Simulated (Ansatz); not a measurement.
```xyz
5

N     0.052    0.762    0.223
Al    0.822   -0.668   -0.468
Br   -0.471   -2.538   -0.651
H    -0.908    0.793    0.534
H     0.504    1.651    0.361
```

The species carries charge 0 and has multiplicity 2.

(1) List the CAM-B3LYP/def2-TZVPP orbital energies in eV (Ansatz). (Estimate.)

Results:

(1) Computed: α occupied: -13140.46, -1701.96, -1533.70, -1533.66, -1533.65, -1527.22, -391.02, -238.05, -178.92, -178.79, -178.78, -115.18, -75.84, -75.81, -75.71, -73.27, -73.23, -73.22, -73.12, -73.12, -24.99, -22.84, -15.18, -14.09, -11.57, -9.98, -9.83, -9.18, -7.28. α empty: 0.03, 1.40, 1.69, 3.35, 3.46, 4.22, 5.37, 5.43. β occupied: -13140.45, -1701.95, -1533.68, -1533.65, -1533.65, -1527.14, -390.96, -238.03, -178.89, -178.79, -178.77, -115.06, -75.75, -75.67, -75.58, -73.24, -73.21, -73.20, -73.11, -73.11, -24.90, -22.70, -15.12, -13.73, -11.20, -9.94, -9.71, -9.16. β empty: -1.93, 0.57, 1.57, 1.98, 3.43, 3.58, 4.41, 5.47. ⟨S²⟩ = 0.752.
